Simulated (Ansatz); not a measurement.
Ansatz (a first-principles code) input (PBE/def2-TZVP):

Ansatz 0.2 input:
```yaml
crystal:
  periodic: [false, false, false]
  atoms:
    - {symbol: Si, position_ang: [0.23221123, -0.14228547, 0.35668380]}
    - {symbol: F, position_ang: [-0.90078658, -0.95744892, -0.40825915]}
    - {symbol: F, position_ang: [0.39676744, 1.26628240, -0.36593023]}
    - {symbol: H, position_ang: [1.49823902, -0.87873003, 0.23656190]}
    - {symbol: H, position_ang: [-0.21302390, 0.09122531, 1.73756926]}
basis:
  gaussian:
    orbitals: def2-TZVP
hamiltonian:
  xc: {name: PBE}
magnetization: {spin_polarized: false}
```

Output:

```
Functional definition: PBE
integrals: 0.03 GiB planned
652 factors; their error is unknown
mean field: 0.26 GiB planned
mean field evaluation 1: about -13337.7609 eV, gradient 4.6e1 eV
mean field evaluation 2: about -13328.8425 eV, gradient 9.4e1 eV
mean field evaluation 4: about -13340.6696 eV, gradient 1.0e0 eV
mean field evaluation 8: about -13340.6646 eV, gradient 2.2e-2 eV
mean field -13340.66457847 eV, -490.2603806317 hartree, gradient 3.0e-5 eV, S^2 0.000000; 0 other end points of the search recorded, 0 dependent functions left out
reference -13340.66460892 eV, -490.2603817507 hartree; 17, 17 occupied and 94, 94 virtual orbitals, 652 factors
Total energy: -13340.66460892 eV, -490.2603817507 hartree
```
